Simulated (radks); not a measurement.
The tellurium anion Te- inside a hard spherical wall (all orbitals vanish at R), configuration held at [Kr] 4d10 5s2 5p5 and not refilled when levels cross. All-electron calculation, scalar-relativistic Kohn-Sham, r2SCAN, spin-polarised, spherical densities, finite nucleus; open shells are filled with parallel spins first (spin-orbit coupling, left out, can overturn this in heavy ions); meta-GGA in the generalised Kohn-Sham scheme; Fermi nuclear charge, rms radius 4.7423 fm. Program: a radial shooting solver on a logarithmic mesh with Libxc functionals. Eigenvalues in eV for spin up, with the zero of energy where the potential of the charges vanishes at infinity; a dash marks a level that is unbound or too diffuse for the functional's potential to be trusted. A positive occupied level is held by the wall or, in an anion where self-interaction has pushed it up, behind a barrier. The pressure on the wall is -dE/dV.

R (bohr)  E (hartree)  kinetic (hartree)    e(4p)    e(4d)   e(5s)   e(5p)  e(6s, empty)  e(5d, empty)  pressure (GPa)
15        -6795.29199           7119.676  -110.10  -35.380  -8.968  -0.018         3.218         4.302        0.000388
12        -6795.29160           7119.679  -110.05  -35.329  -8.921   0.024         3.975         5.598         0.00533
10        -6795.28997           7119.690  -109.92  -35.194  -8.800   0.133         4.879         6.799          0.0393
8         -6795.28061           7119.745  -109.43  -34.710  -8.392   0.515         6.794         8.509           0.382
4         -6794.44811           7123.278  -98.556  -24.122   0.035  10.427        40.127        26.466             164
3.5       -6793.62370           7126.319  -93.028  -18.847   5.152  16.842        60.068        36.381             456
2         -6773.46292           7193.535  -39.740   33.447  90.210  117.43        317.77        165.12           27900
